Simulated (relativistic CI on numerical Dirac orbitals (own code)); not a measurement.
# What each ingredient does to the levels of Sm XXV

Base calculation: Dirac-Coulomb-Breit CI, separate exchange-only KLI orbitals for each configuration, QED by a radiative potential, unscaled Slater integrals.

CI space (outside the closed core [Ar] 3d10): 4s²4p⁶4d², 4s²4p⁵4d³, 4s²4p⁶4d4f, 4s4p⁶4d³, 4s²4p⁵4d²4f, 4s4p⁶4d²4f, 4s²4p⁶4d5s, 4s²4p⁶4d5p, 4s²4p⁶4f5s, 4s²4p⁶4f², 4s²4p⁵4f³, 4s4p⁶4f³, 4s²4p⁶4f5p, 4s²4p⁵4f²5p, 4s4p⁶4f²5p. Double excitations out of closed p, d and f shells are left out; levels of such configurations are missing from the list, as are those of other unlisted configurations, and high levels can miss mixing partners.

Variants: (1) valence Slater integrals scaled by 0.9; (2) only the first configuration; (3) non-relativistic limit. Shifts of the energy above 4s²4p⁶4d² ³F2, in cm⁻¹, for the lowest level and the first level of each name with at least 55 % of one term (blank where a level changes its place among those of its configuration and J or its character, or is not in the variant):

```tsv
Level	Base	Δ(1)	Δ(2)	Δ(3)
4s²4p⁶4d² ³F2	0	0	0	0
4s²4p⁶4d² ³P0	46469	-3697	+1832	-15710
4s²4p⁶4d² ³F3	46798	+495	-128	-46798
4s²4p⁶4d² ³F4	73394	-1180	+644	-73394
4s²4p⁶4d² ³P1	78231	-2316	+2735	-47471
4s²4p⁶4d² ¹G4	118189	-2091	+1318	-74014
4s²4p⁶4d² ¹S0	200652	-10592	-3669	-77955
4s²4p⁵4d³ ⁵D°0	912853	+4155		-83245
4s²4p⁵4d³ ³P°0	984025	-1590		-96821
4s²4p⁵4d³ ³I°7	1034076	-33		-120312
4s²4p⁵4d³ ³D°1	1063907	-2522		
4s²4p⁵4d³ ³H°6	1067967
```

At this charge energies of transitions that change n are usually good to better than 1 %, and those within a shell (Δn = 0) to a few per cent. Terms inside the open d or f shell come out 10 to 20 % too wide with unscaled integrals.

Ionisation energy from the two ground configurations alone: base 782.827 eV; valence Slater integrals scaled by 0.9 782.617 eV. The NIST ASD value (theoretical) is 782 eV.

LS names give the leading component of a level, which can be under half, so a name can repeat, a term be missing and a line seem to break the LS rules.
